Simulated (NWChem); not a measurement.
System: GeClF3; SMILES [F][Ge]([F])([F])[Cl]

Q: Give the equilibrium geometry at PBE0/def2-SVP (NWChem) as a list of bonds and angles, with the point group.

A: point group C3v; any orientation.
Bond lengths (Å): F1–Ge2 1.705, Ge2–F3 1.705, Ge2–F4 1.705, Ge2–Cl5 2.097. Bond angles (°): F1–Ge2–F3 107.6, F1–Ge2–F4 107.6, F1–Ge2–Cl5 111.3, F3–Ge2–F4 107.6, F3–Ge2–Cl5 111.3, F4–Ge2–Cl5 111.3.
